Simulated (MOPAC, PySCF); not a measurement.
[Ta(F)5], neutral singlet in the gas phase. 

Cartesian coordinates (Å):
```xyz
6

Ta     0.0001     0.0000     0.0000
F      0.5584    -1.5869    -0.8783
F      1.7637     0.6197     0.0012
F     -1.1296     0.3971    -1.4353
F     -0.5580     1.5870     0.8783
F     -0.6346    -1.0169     1.4342
```
Charge 0, multiplicity 1.

All levels are single points at this geometry (PBE-D3(BJ)/def2-SVP); Pople sets use spherical d functions. Orbital energies aren't observables, and empty levels follow the basis.

SVWN5/6-31G* (LANL2DZ on Ta) in PySCF gives HOMO (eV) = -10.08.

### Question
Estimate the HOMO (eV) from each of these levels: B3LYP-D3(BJ)/def2-TZVP in PySCF; PBE-D3(BJ)/def2-TZVP in PySCF; TPSSh-D3(BJ)/def2-TZVP in PySCF; B3LYP/6-311+G** (LANL2DZ on Ta) in PySCF; B3LYP/6-31G* (LANL2DZ on Ta) in PySCF; B3LYP/LANL2DZ in PySCF; BP86/6-31G* (LANL2DZ on Ta) in PySCF; M06-2X/6-31G* (LANL2DZ on Ta) in PySCF; PBE/6-31G* (LANL2DZ on Ta) in PySCF; HF/6-31G* (LANL2DZ on Ta) in PySCF; PM6 in MOPAC; PM7 in MOPAC.

### Answer

| level | HOMO (eV) |
|---|---|
| B3LYP-D3(BJ)/def2-TZVP in PySCF | -11.95 |
| PBE-D3(BJ)/def2-TZVP in PySCF | -10.17 |
| TPSSh-D3(BJ)/def2-TZVP in PySCF | -11.12 |
| B3LYP/6-311+G** (LANL2DZ on Ta) in PySCF | -12.33 |
| B3LYP/6-31G* (LANL2DZ on Ta) in PySCF | -11.61 |
| B3LYP/LANL2DZ in PySCF | -12.33 |
| BP86/6-31G* (LANL2DZ on Ta) in PySCF | -9.95 |
| M06-2X/6-31G* (LANL2DZ on Ta) in PySCF | -14.09 |
| PBE/6-31G* (LANL2DZ on Ta) in PySCF | -9.81 |
| HF/6-31G* (LANL2DZ on Ta) in PySCF | -17.67 |
| PM6 in MOPAC | -12.40 |
| PM7 in MOPAC | -12.63 |
